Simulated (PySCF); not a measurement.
From one molecule to another.

First species: PhCHFCOOEt, C10H11FO2.
SMILES: `CCOC(=O)[C@H](F)C1=CC=CC=C1`

Second species: C10H9N.
SMILES: `N#C/C=C\[C@]12C=C[C@H](C=C1)C2`

Levels: PBE0/def2-SVPD for HOMO energy, LUMO energy, HOMO–LUMO gap and static isotropic polarisability; TDDFT PBE0/def2-SVPD for lowest singlet excitation; TDA PBE0/def2-SVPD for lowest triplet excitation (Tamm–Dancoff). Geometries: PBE0-D3(BJ)/def2-SVP. Each structure is a single optimised conformer of the isolated species, non-relativistic unless stated. Electronic properties by PySCF.

The conformers computed, where there is a choice (atom-mapped SMILES and torsion angles):
- `[CH3:1][CH2:2][O:3][C:4](=[O:5])[C@H:6]([F:7])[c:8]1[cH:9][cH:10][cH:11][cH:12][cH:13]1`: C1–C2–O3–C4 -82°, C2–O3–C4–O5 -2°, O3–C4–C6–F7 21°, C4–C6–C8–C9 117°

The conformers of `N#C/C=C\[C@]12C=C[C@H](C=C1)C2` aren't listed.

Values for the first species:

| Item | Value |
| --- | --- |
| HOMO energy | -7.33 eV |
| LUMO energy | -0.74 eV |
| HOMO–LUMO gap | 6.59 eV |
| Lowest singlet excitation | 5.37 eV |
| Lowest triplet excitation (Tamm–Dancoff) | 4.02 eV |
| Static isotropic polarisability | 121.5 au |

Task: Estimate the same properties for the second species, and the change in each.

Result: 
| property | first | second | second less first |
| --- | --- | --- | --- |
| HOMO energy | -7.33 eV | -6.81 eV | +0.52 eV |
| LUMO energy | -0.74 eV | -1.61 eV | -0.87 eV |
| HOMO–LUMO gap | 6.59 eV | 5.20 eV | -1.39 eV |
| lowest singlet excitation | 5.37 eV | 4.17 eV | -1.20 eV |
| lowest triplet excitation (Tamm–Dancoff) | 4.02 eV | 3.43 eV | -0.59 eV |
| static isotropic polarisability | 121.5 au | 110.8 au | -10.7 au |

On the first: The principal polarisabilities are 98.4, 121.4 and 144.6 au; their mean is the isotropic value. No computed singlet falls in the visible range (750 to 380 nm, 1.65 to 3.26 eV); S1 lies 2.11 eV above its blue end.

On the second: The vertical singlet–triplet gap S1 − T1 is 0.74 eV (TDDFT singlet less Tamm–Dancoff triplet; S1: HOMO→LUMO, weight 1.00; T1: HOMO→LUMO+1, weight 0.88). The principal polarisabilities are 90.8, 105.2 and 136.4 au; their mean is the isotropic value.
